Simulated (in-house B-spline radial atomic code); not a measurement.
# PBE hybrid excitations of Rb VIII (Rb7+)

Method: PBE hybrid with 0.5 exact exchange. Computed with an all-electron radial atomic-structure program (B-spline basis): linear response of the closed shell [Ar] 3d10 4s2 with the functional's adiabatic kernel; scalar-relativistic (spin-free one-electron X2C), finite nucleus, no spin-orbit coupling, no double excitations, S, P, D and F terms only; shells from n = 2 respond. Only terms of natural parity with L up to 3 were computed.

Command:
```bash
python run_td.py task.json out
```
Settings (radii: box in bohr, nucleus in fm):
```
Z                        37
electrons                30
configuration            [Ar] 3d10 4s2
hamiltonian              x2c
method                   pbeh
box_radius               12.81
exact_exchange_fraction  0.5
rms_radius               4.2036
intervals                70
```

Cost of the run: 2 s on 1 thread of Arm Neoverse N1, on a shared host.

The lowest states, in the order of their Tamm-Dancoff energies; the method's threshold (minus the highest occupied level) is 128.66 eV. Labels give the largest channel, * marks a mixed state, and oscillator strengths are full-response dipole values. Semilocal kernels can invert the small singlet-triplet splittings of Rydberg terms. Energies in eV:

```
     state  full response  Tamm-Dancoff  oscillator strength
4s → 4p 3P         16.550        16.857                    -
4s → 4p 1P         23.421        24.061                 1.52
4s → 4d 3D          48.08         48.12                    -
4s → 4d 1D          50.54         50.58                    -
4s → 5s 3S          64.32         64.33                    -
4s → 5s 1S          65.67         65.71                    -
4s → 5p 3P          72.17         72.17                    -
4s → 5p 1P              ?             ?                    ?
4s → 4f 3F          74.18         74.20                    -
4s → 4f 1F          75.09         75.09                    -
4s → 5d 3D          84.07         84.08                    -
4s → 5d 1D          84.52         84.53                    -
4s → 6s 3S          90.57         90.57                    -
4s → 6s 1S              ?             ?                    -
4s → 6p 3P          94.27         94.27                    -
4s → 6p 1P          94.44         94.45               0.0488
```

Where does 4s → 6s 1S lie?

At 90.95 eV in full response, 90.96 eV in Tamm-Dancoff.

Where does 4s → 5p 1P lie?

At 72.76 eV in full response, 72.80 eV in Tamm-Dancoff, oscillator strength 0.113.

How large is the singlet-triplet splitting of 4s → 4p (P terms) in Tamm-Dancoff?

7.2 eV, from the unrounded values.

What polarisabilities and dispersion coefficient does the method give?

Dipole 2.256 bohr³, quadrupole 2.04 bohr⁵, C6 3.886 hartree·bohr⁶ for two such species.
